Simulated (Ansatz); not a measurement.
`OB(Cl)CCl` + `C=CC` → `C/C=C/CCl` + `OBCl`  (formal exchange of groups at a C–B bond)

Isolated molecules relaxed with PBE0-D4/def2-TZVP in Ansatz; ΔE leaves out vibrations. CBS: MP2 limit from def2 TZ/QZ plus the TZ coupled-cluster correction, frozen cores. This one scheme is used for every species. DFT in def2-TZVPP. Each species was taken in one conformer, which may not be the lowest.

(1) Is it downhill or uphill in electronic energy at CCSD(T)/CBS, and by how much? (An estimate is asked.)

(2) What do these levels give: r2SCAN-D4, B97M-V, BHLYP-D4, r2SCAN, PBE0, HF/CBS(def2)? (An estimate is asked.)

Largest T1 diagnostic among the species: 0.012.

Results:

(1) Computed: Uphill: ΔE = +33.6 kJ/mol.

(2) Computed: r2SCAN-D4 35.4, B97M-V 38.1, BHLYP-D4 33.3, r2SCAN 35.4, PBE0 33.4, HF/CBS(def2) 27.7 kJ/mol.

Leaving LDA and LC-ωPBE aside and taking each functional with its dispersion term where it has one, the values, not all of them listed here, spread over 6.6 kJ/mol, from B2PLYP to B97M-V. LDA lies +3.9 kJ/mol from PBE without D4.
